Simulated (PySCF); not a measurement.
From computed data to an observable: chemical shift, span and skew from a shielding tensor

Be(Me)(SH) (CH4BeS), SMILES [CH3][Be][SH]. Atoms are numbered in the order given.

```xyz
7

Be    -0.1482     0.3404    -0.3964
C     -0.6502     1.3324    -1.6498
H     -1.6793     1.6822    -1.5198
H     -0.6026     0.8290    -2.6211
H     -0.0216     2.2264    -1.7306
S      0.4493    -0.7713     1.0431
H     -0.3922    -1.7530     0.6667
```

Geometry: r2SCAN-D4/def2-TZVP. A frequency run showed that this geometry is not a minimum. The values are those of a single conformer.

GIAO shieldings from PySCF with PBE0/pcSseg-2, non-relativistic, no solvent. The symmetric part of the tensor of C2 has the principal values 195.2, 200.4, 203.7 ppm. The same nucleus in TMS has σ = 186.1 ppm at this level (PySCF, at its B3LYP-D3(BJ)/def2-TZVP geometry).

Question: Work out the isotropic shielding, the ¹³C shift against TMS, the span and the skew.

Answer: 
σ(iso) = (σ11 + σ22 + σ33)/3 = 199.8 ppm. δ = σ(ref) − σ(iso) = 186.1 − (199.8) = -13.7 ppm.
Span Ω = σ33 − σ11 = 8.5 ppm. Skew κ = 3(σ(iso) − σ22)/Ω = -0.22. Tumbling in solution averages the tensor to δ; in a static solid the shielding alone would spread this spin-1/2 line over Ω.
